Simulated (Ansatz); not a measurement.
A nudged elastic band was laid between two geometries of AlBFH$_{5}$O$_{2}$ (10 atoms, charge 0, multiplicity 1).

Level of theory: Ansatz 0.2.0, RKS BLYP/6-31G*.

```yaml
movable_images: 6
climbing_image: no
spring: 5.0 eV/Å²
optimiser: quadratic models (default)
start_path: through a guess of the saddle point
force_threshold: 0.05 eV/Å
iteration_limit: 60
end_points: relaxed
```

First end point:

```xyz
10
Properties=species:S:1:pos:R:3
B -0.750 -0.039 0.558
H -0.768 -1.223 0.750
F 1.961 0.869 0.496
O -0.984 0.575 -0.624
H -1.067 -0.057 -1.366
O -0.529 0.845 1.650
Al 1.210 1.986 1.534
H 1.559 1.808 3.095
H 0.816 3.396 0.902
H -0.454 0.361 2.500
```

Last end point:

```xyz
10
Properties=species:S:1:pos:R:3
B 0.224 0.626 -0.208
H -0.945 -1.937 2.596
F 1.071 -0.278 -0.764
O -1.050 0.766 -0.717
H -1.195 0.147 -1.462
O 0.631 1.378 0.841
Al 0.909 2.660 1.948
H 0.733 2.331 3.492
H 1.362 4.066 1.359
H -0.748 -1.239 2.410
```

(1) Which bonds break or form, and what moves?

(2) Give the energies along the band, and the barrier.

(3) What is the geometry of the highest image?

Results:

(1) Bonds broken: B1–H2, F3–Al7, O6–H10. Bonds formed: B1–F3, H2–H10. AlBFH5O2 becomes AlBFH3O2 + H2.

(2) The forces met the threshold. The highest image is number 3 of 0 to 7, 1.14 eV above the first end and 1.33 eV above the last; the last end lies 0.19 eV below the first. No image climbed, so the highest image needn't sit at the top of the path. A band with more images between the same ends climbed to 2.17 eV, so this one has probably stepped over the top. The orbitals stay closed-shell, which can raise the energy where a bond breaks towards radicals; this wasn't checked here.

```csv
image,path coordinate (Å),energy (eV),B1–H2 (Å),F3–Al7 (Å),O6–H10 (Å)
0,0.00,0.00,1.20,1.70,0.98
1,1.15,0.14,1.21,1.83,0.98
2,2.30,0.89,1.21,2.63,0.98
3,3.45,1.14,1.22,3.61,0.98
4,4.61,1.11,1.85,3.48,1.72
5,5.76,0.21,2.37,3.71,2.22
6,6.91,-0.18,3.14,3.96,3.09
7,8.06,-0.19,3.97,4.00,3.35
```

(3) 
```xyz
10
Properties=species:S:1:pos:R:3
B 0.010 -0.297 -0.031
H -0.425 -1.077 0.805
F 1.355 -0.235 -0.189
O -0.761 0.208 -1.048
H -1.710 0.163 -0.819
O -0.232 1.148 1.538
Al 0.793 2.405 2.202
H 1.241 2.234 3.719
H 1.110 3.645 1.266
H -0.389 0.325 2.053
```

The run took 2.7 min on 2 threads of AMD EPYC 9R45 96-Core Processor (Zen 5) (shared host), peak memory 0.15 GiB.
